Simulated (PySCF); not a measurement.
# Electric field gradients and quadrupole coupling constants

C8H9FO.
Numbering: `[CH2:1]=[CH:2][C:3]1([CH:4]=[CH2:5])[CH2:6][C@H:7]1[C:8](=[O:9])[F:10]` (hydrogens: H11, H12 on C1; H13 on C2; H14 on C4; H15, H16 on C5; H17, H18 on C6; H19 on C7)

Geometry (GFN2-xTB, Å), atoms numbered from 1 in this order:
```
atom  x, y, z in Å
C1     2.119   -1.221    0.131
C2     0.864   -1.179   -0.285
C3     0.066    0.062   -0.405
C4     0.827    1.331   -0.238
C5     0.745    2.150    0.793
C6    -1.088    0.065   -1.357
C7    -1.384    0.048    0.122
C8    -1.931   -1.163    0.718
O9    -1.909   -2.288    0.351
F10   -2.574   -0.866    1.896
H11    2.658   -0.335    0.422
H12    2.655   -2.152    0.193
H13    0.348   -2.088   -0.560
H14    1.503    1.543   -1.057
H15    0.099    1.957    1.634
H16    1.332    3.051    0.845
H17   -1.297   -0.843   -1.903
H18   -1.315    0.975   -1.891
H19   -1.729    0.963    0.585
```

Field gradients from the PBE0/pcSseg-1 density (PySCF, non-relativistic), principal values in atomic units, ordered |Vxx| ≤ |Vyy| ≤ |Vzz|:

| atom | Vxx | Vyy | Vzz |
| --- | --- | --- | --- |
| O9 | 0.5134 | 0.9914 | -1.5049 |

Problem. Find the asymmetry η = (Vxx − Vyy)/Vzz and the couplings χ = eQV/h (234.96 MHz × Q in barn × V in au), with Q(17O) = −0.0256 b.

Solution. 
```tsv
atom	environment	nucleus	η	χzz (MHz)	χxx (MHz)	χyy (MHz)
O9	carbonyl oxygen	17O	0.32	9.05	-3.09	-5.96
```

The tensor is traceless: Vxx + Vyy + Vzz = 0.

Problem. What is Vzz at O9 in SI units (1 au = 9.71736 × 10²¹ V/m²)?

Solution. -1.5049 au = -14.623 × 10²¹ V/m².

Were the hydrogens deuterons (Q(2H) = 0.00286 b), χzz would run from 213 kHz (H13) to 228 kHz (H12).

Geometry: GFN2-xTB, one conformer, isolated molecule. GFN2-xTB bond lengths can be off by several hundredths of an ångström, more for odd bonds, and the gradients follow them. With a basis this small, the couplings can be 20 % off.
